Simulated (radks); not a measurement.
Values are calculated unless marked as measured or tabulated.
Spherical quantum dot in the effective-mass picture: electrons in a hard-walled sphere of radius 2.83, all in effective atomic units (hartree* = m*/eps^2 hartree, bohr* = eps/m* bohr), one dielectric constant everywhere. Level of theory: non-relativistic Kohn-Sham, exchange-only LDA, spin-polarised, spherical densities (a radial shooting solver with Libxc functionals). Levels are named by radial order and angular momentum (1s, 1p, 1d, 2s, ...), and open shells are averaged over m.

N = 27, configuration 1s2 1p6 1d10 1f(up 7, down 2). This is the lowest configuration that the search found. Occupied and some empty levels:

level    occupation  eigenvalue (hartree*)  <r> (bohr*)
1s up             1                 12.922        1.873
1s down           1                 13.003        1.861
1p up             3                 13.264        1.961
1p down           3                 13.351        1.955
1d up             5                 13.841        2.032
1d down           5                 13.933        2.029
1f up             7                 14.623        2.089
1f down           2                 14.717        2.087
2s up             0                 15.030        1.268
2s down           0                 15.063        1.270
1g up             0                 15.592        2.136
1g down           0                 15.688        2.135
2p up             0                 16.142        1.478
2p down           0                 16.187        1.477
2d up             0                 17.446        1.613
2d down           0                 17.500        1.611

Energy (hartree*): total 215.097, kinetic 63.573, external 0, Hartree 166.25, exchange-correlation -14.725.

Electron density:

r (bohr*)  n(r) (e/bohr*^3)
0.153               0.01801
0.293               0.02107
0.434               0.02678
0.575               0.03621
0.716               0.05101
0.856               0.07334
0.997                0.1057
1.14                 0.1507
1.28                 0.2101
1.42                 0.2828
1.56                 0.3660
1.70                 0.4499
1.84                 0.5190
1.98                 0.5529
2.12                 0.5324
2.26                 0.4475
2.40                 0.3103
2.55                 0.1582
2.69                0.04273
2.83              0.0001005
